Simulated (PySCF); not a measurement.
Geometry:
```csv
atom,x (Å),y (Å),z (Å)
C1,-2.709,-0.700,0.063
C2,-2.127,0.494,0.070
C3,-0.700,0.678,0.032
N4,-0.068,1.813,0.038
N5,1.247,1.538,-0.006
C6,1.371,0.250,-0.036
C7,2.622,-0.531,-0.088
O8,0.168,-0.367,-0.015
H9,-3.780,-0.801,0.092
H10,-2.132,-1.609,0.028
H11,-2.686,1.416,0.104
H12,2.640,-1.148,-0.985
H13,3.462,0.155,-0.097
H14,2.689,-1.188,0.778
```

Equivalent nuclei averaged, one conformer, relativity neglected, no solvent. NMR shieldings at PBE0/pcSseg-1/GIAO; couplings computed with B3LYP/pcJ-1 (spin–dipole term only in couplings to heteroatoms); GFN2-xTB structure; PySCF 2.14.0 with density-fitted response routines.

Referencing at the same level of theory: TMS for ¹H (σ = 31.72 ppm).

The spectrum was simulated from the full spin Hamiltonian at 90 MHz with 1.2 Hz Lorentzian lines, from shifts rounded to 0.01 ppm and J to 0.1 Hz, couplings under 1 Hz left out.

**Question.** List the maxima of its ¹H spectrum with integrals.

**Answer.** 
Maxima in Hz from TMS (height), grouped by integral:
1H: 657.5 (5), 645.1 (6), 638.6 (10), 626.2 (12)
1H: 591.1 (20), 572.2 (10)
1H: 539.5 (17), 527.1 (13)
3H: 240.3 (100)

**Question.** Summarise it as multiplets with assignments.

**Answer.** ¹H NMR (90 MHz, computed): δ 7.11 (m, 1H, H11), 6.48 (m, 1H, H10), 5.93 (m, 1H, H9), 2.67 (s, 3H, H12/H13/H14). These are first-order names; overlap and second-order distortion can hide them in the list.

Multiplet labels drop couplings under 1 Hz and merge nearly equal ones. Unscaled 3J(H,H) at this level run about 10 % above measured values.
